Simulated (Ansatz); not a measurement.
Spectroscopic constants of MgBe, closed-shell singlet (lowest of 2S+1 = 1, 3 at CCSD(T)/def2-TZVPP on PBE0 minima; our sources give no spin for the ground state, which may be another).

Constants: fifth-degree fit in 1/R to seven points, most abundant isotopes. In def2 and cc sets the state is the lowest found near the PBE0 minimum, followed along R. The singlet is held restricted.

Run with Ansatz (a program for electronic structure). 

**Question.** What bond length and harmonic frequency does PBE/def2-TZVPP give, and what D_e (from each atom's lowest state at the same level)?

**Answer.** r_e = 2.960 Å, ω_e = 197 cm⁻¹, D_e = 0.24 eV.

**Question.** What bond length and harmonic frequency does B97M-V/def2-TZVPP give, and what D_e (from each atom's lowest state at the same level)?

**Answer.** r_e = 3.105 Å, ω_e = 146 cm⁻¹, D_e = 0.10 eV.

**Question.** What bond length and harmonic frequency does PBE0/def2-TZVPP give, and what D_e (from each atom's lowest state at the same level)?

**Answer.** r_e = 3.051 Å, ω_e = 168 cm⁻¹, D_e = 0.17 eV.
